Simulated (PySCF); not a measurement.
## A search over the determinants of CdF⁺

Unrestricted PBE0; Cd cc-pVDZ-PP with ECP28, F cc-pVDZ; scalar-relativistic core potentials (PySCF 2.14). Outer shells of the fragments: Cd+ 4d10 5s1; F 2s2 2p5.

Followed along the bond (rough minima from three points):

```csv
2Ms+1,unpaired,⟨S²⟩ at the start,R at minimum (Å),Te (eV)
1,none,0.00,1.91,0.00
3,"σ ↑, π ↑",2.00,none in the scan,≤ 2.04
```

Solutions found at the starting distance of 2.115 Å, counted from the lowest of them; the search is not exhaustive and high or unbound solutions are not listed, so other states can lie among these:

```tsv
2Ms+1	unpaired	term	E (eV)	⟨S²⟩	⟨Lz²⟩	μ (D)
1	none	¹Σ⁺	0.00	0.00	0.00	-5.84
3	σ ↑, π ↑	³Π	1.95	2.00	1.00	0.40
1	σ ↓, π ↑	mixed	2.01	1.00	1.00	0.43
3	σ ↑↑	³Σ⁺	2.48	2.00	0.00	-0.17
3	π ↑↑	mixed	6.77	2.00	2.00	-0.31
3	π ↑↑	mixed	6.86	2.00	2.00	-0.27
1	π ↑↓	mixed	6.86	1.01	2.01	-0.26
3	σ ↑, π ↑	³Π	7.50	2.00	1.00	-0.83
1	σ ↑, δ ↓	mixed	10.00	1.02	4.00	-3.53
```

A term symbol is given only where ⟨S²⟩ and ⟨Lz²⟩ are close to those of a pure state; real π, δ and φ orbitals otherwise mix terms. A positive dipole points towards F; it is taken about the centre of mass and depends on that origin.

Counting both spins, an empty level lies below a filled one in some of these solutions, because spin and occupation are held.
